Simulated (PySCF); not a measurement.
# Highest orbital energy against ionisation energy along the 5p block

Calculated with PySCF 2.14, no spin-orbit coupling. Each cell gives −ε(HOMO) / ΔSCF in eV; NIST values include spin-orbit coupling, (s) semi-empirical, (t) theoretical.

```csv
species,UHF,LDA,PBE,PBE0,r2SCAN,NIST (lowest levels)
"In⁺ (aug-cc-pVQZ-PP with one added diffuse shell each of s, p, d, f, g type with ECP28MDF, ECP)",17.281 / 17.009,15.370 / 19.494,14.980 / 19.049,15.776 / 18.716,15.199 / 18.803,18.870
"Sn⁺ (aug-cc-pVQZ-PP with one added diffuse shell each of s, p, d, f, g type with ECP28MDF, ECP)",14.046 / 13.755,10.691 / 14.404,10.626 / 14.222,11.631 / 14.262,10.963 / 14.389,14.633
"Sb⁺ (aug-cc-pVQZ-PP with one added diffuse shell each of s, p, d, f, g type with ECP28MDF, ECP)",16.398 / 16.005,12.629 / 16.656,12.560 / 16.467,13.689 / 16.531,12.947 / 16.657,16.626 ± 0.025
"Te⁺ (aug-cc-pVQZ-PP with one added diffuse shell each of s, p, d, f, g type with ECP28MDF, ECP)",18.836 / 18.356,14.596 / 18.935,14.532 / 18.754,15.796 / 18.857,14.998 / 19.013,18.6 ± 0.4
"I⁺ (aug-cc-pVQZ-PP with one added diffuse shell each of s, p, d, f, g type with ECP28MDF, ECP)",18.375 / 17.663,14.694 / 19.024,14.534 / 18.709,15.742 / 18.726,14.840 / 18.747,19.131
"Xe⁺ (aug-cc-pVQZ-PP with one added diffuse shell each of s, p, d, f, g type with ECP28MDF, ECP)",20.871 / 20.068,16.741 / 21.369,16.582 / 21.052,17.917 / 21.101,16.937 / 21.120,20.975 (s)
```

Q: How far is −ε(HOMO) from ΔSCF on average for each method, and why?

A: UHF 0.49 eV; LDA -4.19 eV; PBE -4.07 eV; PBE0 -2.94 eV; r2SCAN -3.81 eV. Hartree-Fock orbital energies lack relaxation and so exceed the ΔSCF value; semilocal functionals have convex E(N) from self-interaction, so their HOMO lies far too high; exact exchange moves hybrids part of the way back.
